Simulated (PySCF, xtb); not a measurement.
C2H5FSi2, SMILES F[Si@H](C#C)[SiH3].

Harmonic wavenumbers (cm⁻¹) from GFN2-xTB (xtb) at its own minimum, in rising order: 19, 83, 139, 154, 253, 287, 435, 454, 470, 616, 657, 680, 687, 698, 781, 798, 801, 811, 2205, 2232, 2239, 2240, 2254, 3353.

What does PBE-D3(BJ)/def2-SVP (PySCF) give at its own minimum? (Estimate from the structure and the level; the computed values follow.)

85, 98, 149, 155, 278, 339, 404, 487, 516, 632, 686, 720, 743, 789, 832, 869, 896, 902, 2081, 2154, 2170, 2172, 2179, 3388. Paired by order, the mean absolute difference is 53 cm⁻¹ and the zero-point energies are 33.4 and 33.9 kcal/mol.
